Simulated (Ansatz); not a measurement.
Geometry optimisation, RKS r2SCAN-D4/STO-3G in Ansatz 0.2.0.

Input:

```yaml
crystal:
  periodic: [false, false, false]
  atoms:
    - { symbol: B, position_ang: [-1.78862, 0.72878, -0.82152] }
    - { symbol: O, position_ang: [-0.71222, 0.33295, -0.18702] }
    - { symbol: Si, position_ang: [0.44487, -0.75601, 0.1289] }
    - { symbol: "N", position_ang: [1.58899, 0.14162, 1.04349] }
    - { symbol: H, position_ang: [-2.28789, 0.0551, -1.65533] }
    - { symbol: H, position_ang: [-2.24664, 1.78045, -0.54627] }
    - { symbol: H, position_ang: [0.93543, -1.3058, -1.14344] }
    - { symbol: H, position_ang: [-0.1254, -1.7831, 0.99692] }
    - { symbol: H, position_ang: [1.75877, 1.10984, 0.82291] }
    - { symbol: H, position_ang: [2.43272, -0.30384, 1.36137] }
basis:
  gaussian: { orbitals: STO-3G }
hamiltonian:
  xc: r2scan
  dispersion: d4
relax:
  f_tol: 0.015
  max_steps: 40
output:
  orbitals: {}
```

Command:

```bash
$ ansatz run input.yaml --threads 1 --pin off --max-ram 2048MiB --backend cpu --events-out ev --progress --plain --runs-dir out
```

Task: Where does it end, and by what steps?

Result: The run converged. Limits of this set-up: minimal basis. After 36 steps the energy has fallen by 0.612 eV; H5 moved furthest, 1.07 Å.

| step | energy less start (eV) | largest force component (eV/Å) | accepted |
| --- | --- | --- | --- |
| 0 | 0.0000 | 1.734 | yes |
| 2 | -0.1886 | 0.879 | yes |
| 4 | -0.4006 | 0.916 | yes |
| 6 | -0.4506 | 0.350 | yes |
| 8 | -0.4206 | 0.642 | no |
| 10 | -0.4664 | 0.559 | yes |
| 12 | -0.4736 | 0.340 | no |
| 14 | -0.4776 | 0.088 | yes |
| 16 | -0.4738 | 0.370 | no |
| 18 | -0.4858 | 0.066 | yes |
| 20 | -0.4917 | 0.333 | yes |
| 22 | -0.5048 | 0.124 | yes |
| 24 | -0.4954 | 0.878 | no |
| 26 | -0.5177 | 0.741 | yes |
| 28 | -0.5481 | 0.824 | yes |
| 30 | -0.5861 | 0.483 | yes |
| 32 | -0.6098 | 0.143 | yes |
| 34 | -0.6116 | 0.019 | yes |
| 36 | -0.6118 | 0.007 | yes |

```xyz
10
Properties=species:S:1:pos:R:3
B -1.636 0.770 -0.722
O -1.013 0.257 0.344
Si 0.337 -0.826 0.189
N 1.817 -0.085 0.751
H -1.327 0.505 -1.830
H -2.527 1.515 -0.523
H 0.505 -1.213 -1.197
H 0.025 -1.937 1.062
H 2.081 0.757 0.190
H 1.739 0.257 1.736
```

Time of the run: 120 s on 1 thread of Arm Neoverse V1, with other jobs on the host, peak memory 0.16 GiB.
